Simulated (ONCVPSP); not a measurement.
Ca: ONCV pseudisation with PBE, scalar-relativistic reference atom.

calcium, optimised norm-conserving Vanderbilt (ONCV), made with ONCVPSP 4.0.1 (PBE, scalar-relativistic). Core [Ne], reference 3s2 3p6 4s1.75 4p0.25. Waves: 3s+4s: rc 1.55 bohr, ncon 3, nbas 7, qcut 9.4 1/bohr, 2 projectors; 3p+4p: rc 1.85 bohr, ncon 4, nbas 9, qcut 5.9 1/bohr, 2 projectors; d scattering state at 0.41 Ha: rc 1.90 bohr, ncon 5, nbas 9, qcut 5 1/bohr, 2 projectors, debl 0.8 Ha. Local part: polynomial inside 1.20 bohr (lpopt 5, dvloc0 -1 Ha). Core correction: polynomial model core, fcfact 0.15.

In the d channel the program set the typed energies aside and used -0.082, 0.718 Ha.

All-electron outer shells of the reference configuration (PBE, scalar-relativistic, ld1.x):

| shell | level (eV) | outermost node (bohr) | outermost maximum (bohr) |
| --- | --- | --- | --- |
| 2p | -335.10 | – | 0.25 |
| 3s | -47.44 | 0.45 | 0.99 |
| 3p | -28.36 | 0.42 | 1.04 |
| 4s | -3.94 | 1.43 | 3.38 |
| 4p | -1.55 | 1.62 | 4.34 |

Task: Does the generator finish with these settings?

Result: Yes, a potential is produced and its reference levels are reproduced.

Task: Estimate the cutoffs (Ha) at which the residual kinetic energy of the hardest occupied pseudo-wave falls to 1 and 0.1 mHa per electron.

Result: 26 Ha and 32 Ha. The cutoffs count occupied waves only; projector 1 of the d channel, the hardest unoccupied one, needs 72 Ha at the loose tolerance.

Task: Does the potential have ghost states?

Result: No bound ghost flagged; no localised positive-energy state flagged.

Task: Which valence shell sets the plane-wave cutoff?

Result: 3s: 26 Ha for 1 mHa per electron, against 20 Ha for 4s.

Task: Tests: 3s2 3p6 4s2 4p0; 3s2 3p6 4s1 4p0; 3s2 3p6 4s0 4p0; 3s2 3p5 4s2 4p0. Which has the largest error in its energy relative to the reference configuration, and how large is it?

Result: 3s2 3p5 4s2 4p0, with +6.3 meV (all-electron minus pseudo) on +34.07 eV.
